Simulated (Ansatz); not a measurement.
C₂H₅BFI (`CB(F)CI`) from Hartree–Fock to CCSD(T)

```json
{"atom": "C1", "x (Å)": "0.952", "y (Å)": "1.010", "z (Å)": "0.241"}
{"atom": "B2", "x (Å)": "0.336", "y (Å)": "-0.280", "z (Å)": "-0.382"}
{"atom": "F3", "x (Å)": "0.939", "y (Å)": "-0.835", "z (Å)": "-1.435"}
{"atom": "C4", "x (Å)": "-0.939", "y (Å)": "-1.010", "z (Å)": "0.163"}
{"atom": "I5", "x (Å)": "-2.475", "y (Å)": "0.077", "z (Å)": "-0.893"}
{"atom": "H6", "x (Å)": "1.357", "y (Å)": "1.678", "z (Å)": "-0.523"}
{"atom": "H7", "x (Å)": "1.798", "y (Å)": "0.711", "z (Å)": "0.873"}
{"atom": "H8", "x (Å)": "0.255", "y (Å)": "1.564", "z (Å)": "0.871"}
{"atom": "H9", "x (Å)": "-1.165", "y (Å)": "-0.866", "z (Å)": "1.216"}
{"atom": "H10", "x (Å)": "-1.058", "y (Å)": "-2.050", "z (Å)": "-0.131"}
```

The species carries charge 0 and has multiplicity 1. Correlated methods include outer-core shells of I, which these sets cover unevenly. I: def2 effective core potential. All single points use the PBE0-D4/def2-TZVP geometry. It is one conformer, not always the lowest. Frozen core, restricted reference, Ansatz 0.2.0.

```
     basis     HF (Eh)  MP2 corr.  CCSD corr.       (T)  CCSD(T) total
  def2-SVP  -499.34412          ?    -0.71252  -0.01850              ?
def2-TZVPP  -499.59449          ?           ?  -0.03704              ?
def2-QZVPP  -499.60485          ?           –         –              –
```

Problem. Fill in the withheld values. (Best estimate.)

Solution. The calculation gave: def2-SVP MP2 corr.: -0.66905; def2-SVP CCSD(T) total: -500.07514; def2-TZVPP MP2 corr.: -1.19231; def2-TZVPP CCSD corr.: -1.19203; def2-TZVPP CCSD(T) total: -500.82356; def2-QZVPP MP2 corr.: -1.41554.
